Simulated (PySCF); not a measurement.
Bond stretch in SMILES CBr (CH3Br). The C1–Br5 bond (C1 also carries H, H, H; Br5 carries nothing else) is varied alone, starting from the PBE0/def2-TZVP optimised geometry. Each curve is given relative to its own lowest point near equilibrium.

```csv
R / Å,A,B,C,D
1.54,309.6,301.7,370.5,378.1
1.65,135.9,129.9,179.1,181.4
1.73,63.9,59.3,94.4,94.9
1.80,26.7,23.5,46.8,46.7
1.88,5.3,3.7,14.9,14.7
1.93,0.3,0.0,4.3,4.2
1.97,0.0,0.7,0.0,0.0
2.07,9.6,13.1,1.8,1.9
2.14,22.5,28.2,11.1,11.2
2.26,51.5,61.7,37.1,36.7
2.39,88.9,103.5,91.7,70.8
2.62,159.0,179.9,181.0,110.7
2.92,235.8,270.5,235.0,136.7
3.15,272.4,328.6,254.9,146.7
3.49,295.7,395.1,269.2,154.2
3.82,303.5,438.5,275.3,157.5
4.25,307.2,467.9,278.8,159.4
4.76,308.8,471.6,280.3,160.4
5.16,309.4,458.6,280.7,160.8
5.86,309.7,416.9,281.0,161.1
6.73,309.9,351.1,281.1,161.3
```

Energies in kJ/mol.

Question: Match the curves with the methods PySCF with MP2 on RHF/cc-pVDZ, 10 core orbitals frozen; CCSD(T) on UHF/cc-pVDZ, 10 core orbitals frozen in PySCF; unrestricted Hartree-Fock/LANL2DZ, with its core potentials past Ne run with PySCF 2.14.0; unrestricted MP2 (frozen core)/3-21G run with PySCF.

Answer: A is UCCSD(T); B is RMP2; C is UMP2/3-21G; D is UHF/LANL2DZ.

The unrestricted determinant behind UHF/LANL2DZ, UMP2/3-21G, UCCSD(T) is spin-contaminated at 2.39 to 6.73 Å (<S²> up to 1.0, against 0.00 for a pure singlet). The restricted form behind RMP2 keeps the bonding electrons paired and can't separate into open-shell fragments. The T1 diagnostic of CCSD on the restricted reference of RMP2 exceeds 0.045 at 3.49 to 6.73 Å.
